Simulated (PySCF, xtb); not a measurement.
C₃H₃, SMILES c1c[cH+]1, charge +1.

GFN2-xTB (xtb) at its own geometry gives an orbital gap of 5.23 eV.

Geometry optimised at PBE-D3(BJ)/def2-TZVP.

Problem. What does M06-2X/def2-TZVPD run with PySCF give? (An estimate is asked for; the answer gives what the named calculation found.)

Solution. gap 12.11 eV (levels -18.90 and -6.80 eV).
